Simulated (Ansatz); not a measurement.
A trace of molecular dynamics of C₂H₅NSi (9 atoms, charge 0, multiplicity 1).

Method: Ansatz, UKS B3LYP/cc-pVDZ.

| Quantity | Value |
| --- | --- |
| ensemble | NVE (velocity Verlet) |
| starting velocities drawn for | 100 K |
| seed | 12548 |

```csv
time (fs),T (K),potential energy less start (eV),conserved less start (meV/atom)
0.0,100,0.000,0.00
4.0,64,0.033,0.03
8.0,54,0.042,0.05
12.0,106,-0.004,0.06
16.0,430,-0.298,0.04
20.0,955,-0.774,-0.06
24.0,1096,-0.901,-0.02
28.0,999,-0.813,-0.01
32.0,747,-0.585,-0.01
36.0,476,-0.340,0.03
40.0,510,-0.371,0.03
44.0,753,-0.591,0.00
48.0,964,-0.782,-0.03
52.0,927,-0.749,0.00
56.0,914,-0.736,0.03
60.0,1034,-0.845,0.01
64.0,1112,-0.916,-0.01
68.0,1016,-0.828,0.01
72.0,962,-0.780,0.02
76.0,1092,-0.898,-0.02
80.0,1147,-0.947,0.00
84.0,1122,-0.925,-0.02
88.0,1055,-0.864,0.02
92.0,1096,-0.901,0.03
96.0,1268,-1.057,0.00
100.0,1364,-1.144,-0.02
```

Task: Is this trajectory sound?

Result: The conserved energy stayed within 0.085 meV per atom of its start (net change -0.023 meV per atom), so the integration is sound. The system heated up, since it started high on the potential surface and ran downhill. A run of 0.1 ps of so small a system gives no equilibrium averages. The orbitals stay closed-shell, which can raise the energy where a bond breaks towards radicals; this wasn't checked here. The time step was 0.5 fs.

The run took 4.9 min on 2 threads of Intel(R) Xeon(R) 6975P-C (Granite Rapids) (shared host), peak memory 0.26 GiB.
